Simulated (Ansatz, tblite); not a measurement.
Cost and result up the ladder for the cluster Ag3 (3 atoms). The state is a doublet with charge 0. Geometry: PBE-D4/def2-TZVP.

```xyz
3

Ag   -0.342   -0.295   -1.615
Ag   -1.063   -0.307    0.930
Ag    1.405    0.602    0.685
```

Ansatz on 4 threads of Arm Neoverse V1 on a shared host; xTB runs through tblite on one thread. Times are rough, summed over both states, and most runs start from the orbitals of an earlier one. CCSD(T)/def2-TZVP serves as the yardstick here, not as an exact answer. The other state is a singlet.

In the def2 sets Ag takes a core potential; there is no spin–orbit coupling. The xTB rows come from tblite. Correlated methods freeze no core orbitals; core or outer-core shells of Ag are correlated, in sets that lack core-valence functions. The structure comes from a short search, and lower isomers may exist.

Correlated methods converge slowly with the basis.

Raw xTB energies of ions are shifted by several eV, and xTB has no spin-polarisation term.

| level | functions | wall time | vertical IE (eV) | difference from CCSD(T)/def2-TZVP (eV) |
| --- | --- | --- | --- | --- |
| GFN1-xTB | 27 | 0.006 s | 11.02 | 5.58 |
| GFN2-xTB | 27 | 0.006 s | 10.83 | 5.39 |
| PBE-D4/def2-TZVP | 120 | 3.5 s | 6.07 | 0.62 |
| r2SCAN-D4/def2-TZVP | 120 | 8.1 s | 5.97 | 0.52 |
| CCSD(T)/def2-TZVP | 120 | 85 s | 5.45 | 0.00 |
